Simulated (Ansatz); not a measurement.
Program: Ansatz. Geometries: PBE0-D4/def2-TZVP. ΔE: electronic, gas phase. CCSD(T)/CBS is the MP2 limit (def2-TZVPP, def2-QZVPP) plus CCSD(T) − MP2 in def2-TZVPP, frozen cores. Functionals use def2-TZVPP. For Ge outer-core shells are correlated without core-valence functions, which leaves a few kJ/mol of doubt a bond. Scalar relativity is left out up to krypton. One conformer a species, not always the lowest.

`CO[SiH](C)[GeH3]` + `C=CN=C` → `C=N[C](=C)[GeH3]` + `CO[SiH2]C`  (formal exchange of groups at a Ge–Si bond)

`CO[SiH](C)[GeH3]`:

```xyz
15

C     0.024   -0.165    2.354
O    -0.691   -0.436    1.173
Si   -0.443    0.384   -0.236
C    -1.705   -0.236   -1.452
Ge    1.782    0.052   -1.046
H    -0.385   -0.786    3.152
H    -0.070    0.887    2.650
H     1.089   -0.399    2.243
H    -0.618    1.849    0.009
H    -1.611    0.291   -2.405
H    -1.574   -1.304   -1.637
H    -2.715   -0.074   -1.068
H     2.850    0.477   -0.019
H     2.022    0.884   -2.321
H     2.044   -1.425   -1.398
```

`C=CN=C`:

```xyz
9

C    -0.069    1.547   -0.791
C     0.168    0.294   -0.416
N    -0.409   -0.237    0.734
C    -0.135   -1.438    1.026
H     0.381    1.957   -1.685
H    -0.721    2.179   -0.201
H     0.826   -0.354   -1.004
H    -0.571   -1.881    1.919
H     0.529   -2.066    0.418
```

`C=N[C](=C)[GeH3]`:

Cartesian coordinates in Å:
```
C 1.871 0.354 -0.746
N 0.773 0.975 -0.833
C -0.368 0.472 -0.195
C -1.498 1.171 -0.319
Ge -0.385 -1.192 0.857
H 2.747 0.760 -1.247
H 2.004 -0.582 -0.189
H -2.423 0.850 0.144
H -1.505 2.091 -0.896
H -1.817 -1.380 1.375
H 0.015 -2.406 -0.001
H 0.586 -1.114 2.049
```

`CO[SiH2]C`:

Cartesian coordinates in Å:
```
C -1.297 0.274 1.361
O -0.170 -0.548 1.180
Si 0.435 -0.923 -0.303
C 1.140 0.561 -1.184
H -1.591 0.231 2.411
H -2.145 -0.061 0.750
H -1.079 1.319 1.108
H -0.648 -1.514 -1.144
H 1.487 -1.938 -0.053
H 0.372 1.314 -1.379
H 1.560 0.259 -2.148
H 1.936 1.026 -0.598
```

(1) Is it downhill or uphill in electronic energy at CCSD(T)/CBS, and by how much? (An estimate is asked.)

(2) What do these levels give: PBE0-D4, ωB97M-V, B2PLYP, HF/def2-TZVPP, MP2/def2-QZVPP, CCSD/CBS(def2)? (Estimate.)

Largest T1 diagnostic among the species: 0.013.

## Answers

(1) Ansatz gave: Uphill: ΔE = +31.5 kJ/mol.

(2) Computed: PBE0-D4 42.6, ωB97M-V 34.1, B2PLYP 34.1, HF/def2-TZVPP 33.4, MP2/def2-QZVPP 25.1, CCSD/CBS(def2) 33.0 kJ/mol.

In def2-TZVPP, CCSD(T) changes the Hartree–Fock value by −3.3 kJ/mol (the triples alone add −1.6 kJ/mol) and MP2 by −9.0 kJ/mol.
